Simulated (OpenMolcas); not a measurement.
**Br2+: effect of the active space**

| Item | Value |
| --- | --- |
| Program | OpenMolcas 26.06 |
| Method | CASSCF or its RAS form |
| Basis | ANO-RCC-VQZP |
| Scalar Hamiltonian | DKH2, point nucleus |
| Spin-orbit coupling | state interaction with AMFI integrals over the reference wave functions, term energies averaged over their components |

A. 3 electrons in 3 orbitals (4p); 2S+1 = 4 odd, 1 root; 2S+1 = 2 odd, 8 roots; cost about 5 core-seconds
B. 5 electrons in 4 orbitals (4s 4p); 2S+1 = 4 odd, 1 root; 2S+1 = 2 odd, 8 roots; cost roughly 12 core-seconds
C. 5 electrons in 8 orbitals (4s 4p 5s 5p); 2S+1 = 4 odd, 1 root; 2S+1 = 2 odd, 8 roots; 2S+1 = 4 even, 3 roots; 2S+1 = 2 even, 9 roots; cost of the order of 27 core-seconds
D. 3 electrons in 9 orbitals (RAS2 4p; RAS3 4d 5s, at most 1 electron); 2S+1 = 4 odd, 1 root; 2S+1 = 2 odd, 8 roots; 2S+1 = 4 even, 18 roots; 2S+1 = 2 even, 54 roots; cost roughly 60 core-seconds

Energies in cm-1 above 4s2 4p3 4S* 3/2, the measured ground level; measured values from Moore, Atomic Energy Levels, vol. II, NSRDS-NBS 35 (1971 reprint of NBS Circular 467, 1952).

| Level | A | B | C | D | Measured |
| --- | --- | --- | --- | --- | --- |
| 4s2 4p3 4S* 3/2 | 0.0 | 0.0 | 0.0 | 0.0 | 0.0 |
| 4s2 4p3 2D* 3/2 | 19941 | 19640 | 19254 | 19941 |  |
| 4s2 4p3 2D* 5/2 | 20672 | 20707 | 20380 | 20672 |  |
| 4s2 4p3 2P* 1/2 | 34150 | 29186 | 28518 | 34150 | 26915 |
| 4s2 4p3 2P* 3/2 | 35137 | 30462 | 29856 | 35137 | 28579 |

Deviations, from unrounded energies. A percentage is the sum of absolute deviations over the sum of measured energies, with the sign that they share, or ± where signs differ.

```json
{"Against measurement": "mean absolute deviation (cm-1)", "Levels": "2", "A": "6900", "B": "2100", "C": "1400", "D": "6900"}
{"Against measurement": "other terms of the ground configuration (%)", "Levels": "2", "A": "+24.9", "B": "+7.5", "C": "+5.2", "D": "+24.9"}
```

C lies closest to measurement on these levels and A furthest from it. The largest miss of C in the table is 4s2 4p3 2P* 1/2, by +1600 cm-1. The ranking rests on the paired levels alone, and a cruder setting can come out closer through cancelling errors.

Among A to D the level of the table that moves most is 4s2 4p3 2P* 1/2, by 5600 cm-1 (lowest in C, highest in A).

With the s shell closed, the reference lacks s² → p² mixing (holds for A; D). Active for correlation alone: 5p 5s; no level in the range computed is led by a configuration that fills them, so any true level of that kind is missing (holds for C). Computed and measured levels are paired by configuration, term and J; levels that our copy of the source lacks, or whose pairing is in doubt (as where it misses far off the trend of its configuration), stay unpaired and out of the deviations. Levels of configurations outside the active space are missing. The table leaves out levels that lie high or whose names do not pair safely across all columns.

* marks odd parity.
